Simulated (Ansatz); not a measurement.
`O[SiH2][TeH]` + `CN[SiH2]Cl` → `CN([SiH2]O)[SiH2]Cl` + H₂Te  (ligand exchange at the Si–Te bond)

Gas-phase electronic energies from Ansatz, PBE0-D4/def2-TZVP geometries. CBS: MP2 limit from def2 TZ/QZ plus the TZ coupled-cluster correction, frozen cores. DFT in def2-TZVPP. B3LYP here is the variant with VWN-RPA as its local correlation; programs differ in this. def2 core potentials past Kr. For Te outer-core shells are correlated without core-valence functions, which leaves a few kJ/mol of doubt a bond. Each species was taken in one conformer, which may not be the lowest.

```json
{"level": "PBE-D4", "ΔE (kJ/mol)": "8.0", "difference from CCSD(T)/CBS": "10.0"}
{"level": "PBE0-D4", "ΔE (kJ/mol)": "4.9", "difference from CCSD(T)/CBS": "6.9"}
{"level": "ωB97M-V", "ΔE (kJ/mol)": "-6.7", "difference from CCSD(T)/CBS": "-4.7"}
{"level": "PBE", "ΔE (kJ/mol)": "15.1", "difference from CCSD(T)/CBS": "17.1"}
{"level": "B3LYP", "ΔE (kJ/mol)": "6.1", "difference from CCSD(T)/CBS": "8.1"}
{"level": "MP2/def2-TZVPP", "ΔE (kJ/mol)": "-5.1", "difference from CCSD(T)/CBS": "-3.1"}
{"level": "CCSD(T)/def2-TZVPP", "ΔE (kJ/mol)": "-9.8", "difference from CCSD(T)/CBS": "-7.8"}
{"level": "HF/def2-QZVPP", "ΔE (kJ/mol)": "-2.5", "difference from CCSD(T)/CBS": "-0.5"}
{"level": "MP2/def2-QZVPP", "ΔE (kJ/mol)": "-0.8", "difference from CCSD(T)/CBS": "1.2"}
{"level": "SCS-MP2/def2-QZVPP", "ΔE (kJ/mol)": "-3.2", "difference from CCSD(T)/CBS": "-1.2"}
{"level": "CCSD(T)/CBS", "ΔE (kJ/mol)": "-2.0", "difference from CCSD(T)/CBS": "0"}
```

Largest T1 diagnostic among the species: 0.011.

In def2-TZVPP, CCSD(T) changes the Hartree–Fock value by −7.8 kJ/mol (the triples alone add −0.5 kJ/mol) and MP2 by −3.1 kJ/mol. The D4 term adds −11.0 kJ/mol with B3LYP and −6.3 kJ/mol with PBE0; it sums over pairs of atoms, weighted by their polarisabilities, and B3LYP, whose exchange is more repulsive, gets the larger term. From PBE to PBE0 (25 % exact exchange), in def2-TZVPP and without D4, ΔE moves by −3.8 kJ/mol.
